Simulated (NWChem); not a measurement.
Species: CBF2NO; SMILES FB(N=C=O)F

```xyz
6

B      0.0395    -0.9578     0.0000
F      0.9613    -1.9031     0.0000
F     -1.2362    -1.3165     0.0000
N      0.4290     0.4072     0.0000
C      0.0675     1.5622     0.0000
O     -0.1840     2.7063     0.0000
```
Atoms are numbered in this order, from 1.

The geometry was optimised at B3LYP/6-31G* (spherical d).

 Unshifted, non-relativistic core excitations; the lowest 4 roots alone, so stronger bands may lie above.

Task: List the first N K-edge excitations from PBE/6-311G** (spherical d), restricted-window TDA (NWChem).

Result: 
```json
[
 {"state": "S1", "energy (eV)": "379.8", "dipole oscillator strength": "0.0008", "leading excitation (squared amplitude)": "1s of atom 4 or its equivalents → LUMO (1.00)"},
 {"state": "S2", "energy (eV)": "381.0", "dipole oscillator strength": "0.0158", "leading excitation (squared amplitude)": "1s of atom 4 or its equivalents → LUMO+1 (1.00)"},
 {"state": "S3", "energy (eV)": "382.8", "dipole oscillator strength": "0.0006", "leading excitation (squared amplitude)": "1s of atom 4 or its equivalents → LUMO+2 (0.98)"},
 {"state": "S4", "energy (eV)": "383.4", "dipole oscillator strength": "0.0318", "leading excitation (squared amplitude)": "1s of atom 4 or its equivalents → LUMO+3 (1.00)"}
]
```
